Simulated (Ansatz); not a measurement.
Ansatz (a program for electronic structure) input (LC-wPBE/def2-TZVPD):

Ansatz 0.2 input:
```yaml
crystal:
  periodic: [false, false, false]
  atoms:
    - {symbol: B, position_ang: [-0.01178706, 0.83869764, -0.00331350]}
    - {symbol: Br, position_ang: [1.66103330, -0.06531701, 0.02545569]}
    - {symbol: Br, position_ang: [-1.65853892, -0.11216865, -0.02475449]}
    - {symbol: H, position_ang: [-0.02836814, 2.01851006, -0.00797466]}
basis:
  gaussian:
    orbitals: def2-TZVPD
hamiltonian:
  xc: {name: LC-wPBE}
output: {forces: true}
```

End of the output:

```
mean field: 0.82 GiB planned
mean field evaluation 1: about -140766.6028 eV, gradient 1.4e1 eV
mean field evaluation 2: about -140766.9560 eV, gradient 7.5e0 eV
mean field evaluation 4: about -140767.0743 eV, gradient 7.9e-1 eV
mean field evaluation 8: about -140767.0649 eV, gradient 1.8e-1 eV
mean field evaluation 16: about -140767.0649 eV, gradient 3.5e-5 eV
mean field -140767.06489583 eV, -5173.0942195783 hartree, gradient 3.5e-5 eV, S^2 0.000000; 0 other end points of the search recorded, 0 dependent functions left out
the calculation of the forces begins
reference -140767.06489584 eV, -5173.0942195785 hartree; 38, 38 occupied and 122, 122 virtual orbitals, 1056 factors
Total energy: -140767.06489584 eV, -5173.0942195785 hartree
Atom 0 at    -0.011787     0.838698    -0.003314 Å, force     0.006814    -0.484834     0.001915 eV/Å
Atom 1 at     1.661033    -0.065317     0.025456 Å, force    -0.415512     0.182729    -0.006990 eV/Å
Atom 2 at    -1.658539    -0.112169    -0.024754 Å, force     0.410212     0.194383     0.005500 eV/Å
Atom 3 at    -0.028368     2.018510    -0.007975 Å, force    -0.001514     0.107723    -0.000426 eV/Å
Dipole moment:    -0.001430     0.101731    -0.000402 e Å
```
